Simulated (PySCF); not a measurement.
Compound: (Cl3Si)2S.
Bonds: Si1–Cl2, Si1–Cl3, Si1–Cl4, Si1–S5, S5–Si6, Si6–Cl7, Si6–Cl8, Si6–Cl9.

Computed, not measured: PBE0-D3(BJ)/def2-SVP geometry optimisation, gas phase (PySCF 2.14.0).

Problem. What internal coordinates does the optimisation give?

Solution. 
```tsv
bond	length (Å)
Si1–Cl2 and 5 like bonds	2.038
Si1–S5, S5–Si6	2.131
```

Bonds in one row agree within 0.01 Å and their mean is given. A selection of angles:
```tsv
angle	degrees
Cl2–Si1–Cl3	109.0
Cl2–Si1–S5	111.6
Cl4–Si1–S5	105.4
Si1–S5–Si6	103.4
```

Torsions: Cl2–Si1–S5–Si6 -82° (synclinal); Si1–S5–Si6–Cl7 160° (antiperiplanar).

All 6 Cl–Si bonds measure 2.037 to 2.040 Å. Si1 (silicon bonded to 3 Cl and S) is distorted tetrahedral (angles from 105.4° to 112.3°). Of the pairs four or more bonds apart, Cl3···Cl8 is among the closest relative to their van der Waals radii: 3.67 Å, 105 % of the sum of Bondi's values.

Point group: C2 (every atom within 0.08 Å of its image). Whether it is a minimum is left open (no frequencies).

On one thread of an Intel Xeon at 2.50 GHz, no GPU, on a shared host, this took 11 min wall and 0.88 GiB of memory at its peak. This is the geometry optimisation.
